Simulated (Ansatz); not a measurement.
A run for Ansatz (a program for electronic structure): U-CCSD(T)/def2-TZVPP on TaCl, 2S+1 = 3, a spin state set in the input, which need not be the lowest, a point of a bond scan (R = 2.262 Å). Elements past Kr take the def2 small-core potentials; no spin–orbit coupling.

Ansatz 0.2 input:
```yaml
crystal:
  periodic: [false, false, false]
  atoms:
    - {symbol: Ta, position_ang: [0.00000000, 0.00000000, 0.00000000]}
    - {symbol: Cl, position_ang: [0.00000000, 0.00000000, 2.26160000]}
basis:
  gaussian:
    orbitals: def2-TZVPP
magnetization: {spin_polarized: true, initial_magnetization: 2}
correlation: {method: ccsd_t, electrons: valence}
output: {orbitals: {seedname: ./end}}
```

The log:

```
WARN ansatz: RAYON_NUM_THREADS=1 ignored (pool sized by the plan → 1); use --threads N
Functional definition: HF
integrals: 0.16 GiB planned
608 factors; integrals over basis functions are off by at most 1.0e-3 eV
mean field: 0.21 GiB planned
mean field evaluation 1: about -14035.5050 eV, gradient 1.4e1 eV
mean field evaluation 2: about -14035.5152 eV, gradient 1.4e1 eV
mean field evaluation 4: about -14037.2525 eV, gradient 2.4e0 eV
mean field evaluation 8: about -14037.8839 eV, gradient 7.9e-1 eV
mean field evaluation 16: about -14037.9395 eV, gradient 1.2e-6 eV
mean field evaluation 32: about -14037.9396 eV, gradient 3.6e-6 eV
mean field evaluation 64: about -14037.4047 eV, gradient 1.5e0 eV
mean field evaluation 96: about -14037.9395 eV, gradient 1.7e-4 eV
mean field evaluation 128: about -14037.6905 eV, gradient 3.0e0 eV
mean field evaluation 160: about -14037.6705 eV, gradient 8.8e-1 eV
mean field evaluation 192: about -14037.4489 eV, gradient 1.8e0 eV
mean field evaluation 224: about -14036.9393 eV, gradient 3.1e-1 eV
mean field evaluation 256: about -14037.9396 eV, gradient 4.0e-8 eV
mean field evaluation 288: about -14036.9207 eV, gradient 3.2e0 eV
mean field evaluation 320: about -14037.1522 eV, gradient 1.6e0 eV
mean field evaluation 352: about -14036.0981 eV, gradient 1.8e0 eV
mean field evaluation 384: about -14037.5475 eV, gradient 1.4e-1 eV
mean field evaluation 416: about -14036.6955 eV, gradient 1.2e0 eV
mean field evaluation 448: about -14037.5468 eV, gradient 1.9e-1 eV
mean field evaluation 480: about -14037.5087 eV, gradient 5.0e-1 eV
mean field evaluation 512: about -14037.5239 eV, gradient 1.4e-1 eV
mean field evaluation 544: about -14037.5366 eV, gradient 1.6e-1 eV
mean field evaluation 576: about -14037.5168 eV, gradient 1.1e-1 eV
mean field evaluation 608: about -14036.9399 eV, gradient 6.2e-2 eV
mean field evaluation 640: about -14036.9923 eV, gradient 1.7e0 eV
mean field evaluation 672: about -14036.5247 eV, gradient 6.1e-2 eV
mean field evaluation 704: about -14037.6454 eV, gradient 5.8e-2 eV
mean field -14037.93959618 eV, -515.8847649023 hartree, gradient 4.0e-8 eV, S^2 2.766255; 18 other end points of the search recorded, 0 dependent functions left out
determinant -14037.93959618 eV, -515.8847649023 hartree, with singles and doubles -14051.63244840 eV, -516.3879679400 hartree
determinant -14037.93951586 eV, -515.8847619505 hartree, with singles and doubles -14051.64495280 eV, -516.3884274685 hartree
determinant -14037.70455778 eV, -515.8761274007 hartree, with singles and doubles -14051.55227976 eV, -516.3850217968 hartree
determinant -14037.64554467 eV, -515.8739587086 hartree, with singles and doubles -14051.60644862 eV, -516.3870124660 hartree
determinant -14037.56416733 eV, -515.8709681467 hartree, with singles and doubles -14051.58527361 eV, -516.3862342986 hartree
determinant -14037.36054275 eV, -515.8634850814 hartree, with singles and doubles -14051.03461947 eV, -516.3659981321 hartree
determinant -14036.93906731 eV, -515.8479961445 hartree, with singles and doubles -14050.87497233 eV, -516.3601312080 hartree
determinant -14036.76546081 eV, -515.8416162235 hartree, with singles and doubles -14050.29865590 eV, -516.3389519697 hartree
determinant -14036.52462314 eV, -515.8327656022 hartree, with singles and doubles -14050.39092839 eV, -516.3423429212 hartree
determinant -14037.93959618 eV, -515.8847649023 hartree, with singles and doubles -14051.69596531 eV, -516.3903021435 hartree
determinant -14037.93951586 eV, -515.8847619505 hartree, with singles and doubles -14051.69456744 eV, -516.3902507727 hartree
determinant -14037.70455778 eV, -515.8761274007 hartree, with singles and doubles -14051.59324749 eV, -516.3865273334 hartree
determinant -14037.64554467 eV, -515.8739587086 hartree, with singles and doubles -14051.67433195 eV, -516.3895071324 hartree
determinant -14037.56416733 eV, -515.8709681467 hartree, with singles and doubles -14051.60590943 eV, -516.3869926510 hartree
5 core orbitals not correlated
reference -14037.93959618 eV, -515.8847649023 hartree; 11, 9 occupied and 82, 84 virtual orbitals, 608 factors
second order -13.01539179 eV of doubles, -0.00000000 eV of singles
coupled cluster: 0.52 GiB planned
cycle   1  -13.75636894 eV  change    2.0e-7 eV  update   2.7e-6
coupled cluster: 0.53 GiB planned
perturbative correction -0.65475751 eV, -0.0240618947 hartree
Total energy: -14052.35072262 eV, -516.4143640310 hartree
```

Self-consistency was reached. Its determinant has ⟨S²⟩ = 2.77, a mixture of spin states.

Cost: very roughly 4 core-minutes.
